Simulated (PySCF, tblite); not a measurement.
Isomers of C7H10O2Si, one GFN2-xTB conformer each. Single-point energies are computed at PBE0/pcSseg-1 (PySCF, gas phase, no added dispersion term), electronic only.

Task: Rank them by PBE0/pcSseg-1 energy, lowest first (kcal/mol).
A. `[O:1]=[CH:2][C:3]1=[CH:4][C:5]([CH2:6][O:7][SiH3:8])=[CH:9][CH2:10]1` with O1–C2–C3–C4 180°, C4–C5–C6–O7 176°, C5–C6–O7–Si8 -170°
B. `[CH2:1]=[C:2]([CH3:3])/[CH:4]=[C:5](\[CH:6]=[O:7])[SiH2:8][CH:9]=[O:10]` with C1–C2–C4–C5 36°, C4–C5–C6–O7 -162°, C4–C5–Si8–C9 117°, C5–Si8–C9–O10 -59°
C. `[CH3:1][C:2]#[C:3][Si@@:4]1([CH3:5])[CH2:6][C@H:7]1[C:8](=[O:9])[OH:10]` with C6–C7–C8–O9 18°, C7–C8–O10–H -177°

Result: A (0.0), C (9.2), B (33.2).

As drawn, the lowest has an Si–O bond, which the highest lacks; the highest has an Si–C bond, which the lowest lacks. GFN2-xTB itself gives, in the same order: 0.0, 68.2, 75.8. Both levels put the same isomer lowest; measured from each level's own lowest isomer, the values differ by up to 59.0 kcal/mol (CC#C[Si@@]1(C)C[C@H]1C(=O)O: 68.2 against 9.2).

Task: Which frontier levels, dipoles and rotational constants go with these structures?

Result: 
| SMILES | HOMO (eV, PBE0/pcSseg-1) | LUMO (eV) | dipole (D) | A, B, C (MHz) |
| --- | --- | --- | --- | --- |
| O=CC1=CC(CO[SiH3])=CC1 | -6.87 | -1.98 | 4.03 | 5594, 399.9, 377.1 |
| CC#C[Si@@]1(C)C[C@H]1C(=O)O | -6.71 | -0.36 | 2.46 | 1201, 872.1, 593.6 |
| C=C(C)/C=C(\C=O)[SiH2]C=O | -6.59 | -2.36 | 4.47 | 1956, 635.2, 605.8 |

Task: What happens when harmonic zero-point energies from GFN2-xTB frequencies are added?

Result: 
```json
{"SMILES": "O=CC1=CC(CO[SiH3])=CC1", "ZPE (kcal/mol)": "91.0", "electronic (kcal/mol)": "0.0", "with ZPE (kcal/mol)": "0.0"}
{"SMILES": "CC#C[Si@@]1(C)C[C@H]1C(=O)O", "ZPE (kcal/mol)": "94.3", "electronic (kcal/mol)": "9.2", "with ZPE (kcal/mol)": "12.5"}
{"SMILES": "C=C(C)/C=C(\\C=O)[SiH2]C=O", "ZPE (kcal/mol)": "90.3", "electronic (kcal/mol)": "33.2", "with ZPE (kcal/mol)": "32.5"}
```

The zero-point energies span 4.0 kcal/mol. The order is unchanged.
